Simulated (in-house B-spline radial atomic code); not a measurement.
A run on neutral cobalt (an excited or competing configuration) that did not converge. Method: scalar-relativistic (X2C) B97-1, spin-polarised, spherical fractional occupations, Fermi nucleus of rms radius 3.7875 fm; computed with a B-spline radial code for spherical atoms.

Command:
```bash
python run_scf.py task.json out
```
Settings (nuclear radius in fm, mass in u):
```
Z                27
configuration    [Ne] 3s2 3p5 3d7 4s2 5s1
hamiltonian      x2c
method           b97_1
spin_polarised   True
nucleus          fermi
rms_radius       3.7875
atomic_mass      58.93319
speed_of_light   137.035999084
```

First and last ten iterations of the last attempt (damped for 15 steps, keeping 80 % of the old Fock matrix, then DIIS):
```
 iter        energy (Eh)    residual
    1       -1386.305164    3.36e-01
    2       -1386.545667    3.68e-01
    3       -1388.716569    2.34e-01
    4       -1389.747857    1.43e-01
    5       -1390.193938    8.53e-02
    6       -1390.369874    4.85e-02
    7       -1390.434048    2.63e-02
    8       -1390.456275    1.41e-02
    9       -1390.463854    9.35e-03
   10       -1390.466514    6.75e-03
  111       -1390.468537    7.19e-07
  112       -1390.468537    7.27e-07
  113       -1390.468537    7.08e-07
  114       -1390.468537    1.27e-06
  115       -1390.468537    2.26e-05
  116       -1390.468537    8.58e-07
  117       -1390.468537    9.82e-07
  118       -1390.468537    8.27e-07
  119       -1390.468537    8.96e-07
  120       -1390.468537    7.76e-07
 not converged after 120 iterations
```

The smallest residual met was 7.1e-07; the threshold is about 3e-07. Over the last five steps the energy moves by less than 1e-08 hartree, but the orbitals didn't meet the threshold. Run time, properties included: 4.6 s on 1 thread of Arm Neoverse V1 (shared host).
